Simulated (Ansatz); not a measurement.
```yaml
crystal:
  periodic: [false, false, false]
  atoms:
    - {symbol: Cl, position_ang: [-0.295353, -1.721850, 1.935854]}
    - {symbol: C, position_ang: [-0.097865, -0.611284, 0.675304]}
    - {symbol: C, position_ang: [0.364704, -0.638040, -0.569297]}
    - {symbol: Cl, position_ang: [1.022448, -1.798045, -1.610036]}
    - {symbol: Si, position_ang: [-0.200811, 1.024108, -0.106634]}
    - {symbol: H, position_ang: [-1.488192, 1.571224, -0.596819]}
    - {symbol: H, position_ang: [0.756369, 2.105887, 0.225828]}
basis:
  gaussian: {orbitals: 6-31G}
magnetization: {spin_polarized: true, initial_magnetization: 2}
hamiltonian: {xc: {name: B97}}
```

```sh
$ ansatz run in.yaml --threads 2 --pin off --events-out ev --progress --plain --max-ram 4352MiB
```

Output, abridged:

```
Functional definition: B97
740 factors; integrals over basis functions are off by at most 1.8e-4 eV
mean field evaluation 1: about -35007.1327 eV, gradient 3.3e1 eV
mean field evaluation 2: about -34990.0158 eV, gradient 5.8e1 eV
mean field evaluation 4: about -35013.0071 eV, gradient 3.4e0 eV
mean field evaluation 8: about -35013.2133 eV, gradient 8.2e-2 eV
mean field evaluation 16: about -35013.2133 eV, gradient 1.0e-4 eV
mean field -35013.21334764 eV, -1286.7118577172 hartree, gradient 1.5e-5 eV, S^2 2.013776; 4 other end points of the search recorded, 0 dependent functions left out
reference -35013.21336960 eV, -1286.7118585243 hartree; 32, 30 occupied and 29, 31 virtual orbitals, 740 factors
Total energy: -35013.21336960 eV, -1286.7118585243 hartree
```

It took 6.5 s on 2 threads of an Arm Neoverse V1 on a shared host, with 0.27 GiB of host memory at the peak.
